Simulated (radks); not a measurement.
Initial-state core-level shifts of neutral iridium when its valence configuration changes from [Xe] 4f14 5d7 6s2. Calculated with a radial shooting solver on a logarithmic mesh with Libxc functionals: scalar-relativistic Kohn-Sham, BLYP, spin-polarised, spherical densities, point nucleus; open shells are filled with parallel spins first (spin-orbit coupling, left out, can overturn this in heavy ions). Shifts are changes of the shell-averaged eigenvalues in eV (positive: less bound).

| valence | 3p | 3d | 4s | 4d |
|---|---|---|---|---|
| 4f14 5d9 | +4.651 | +4.668 | +4.639 | +4.651 |
| 4f14 5d8 6s1 | +2.581 | +2.590 | +2.572 | +2.578 |
| 4f14 5d7 6p2 | -3.262 | -3.257 | -3.274 | -3.270 |
| 4f13 5d8 6s2 | -14.062 | -13.911 | -12.243 | -11.258 |
| 4f13 5d7 6s2 6p1 | -18.983 | -18.844 | -17.142 | -16.157 |
| 4f14 5d7.5 6s1.5 | +1.330 | +1.335 | +1.325 | +1.327 |
| 4f13 5d9 6s1 | -11.211 | -11.050 | -9.409 | -8.419 |
| 4f14 5d6 6s2 6p1 | -4.610 | -4.621 | -4.598 | -4.602 |
| 4f13.5 5d7 6s2 6p0.5 | -9.352 | -9.282 | -8.474 | -7.990 |
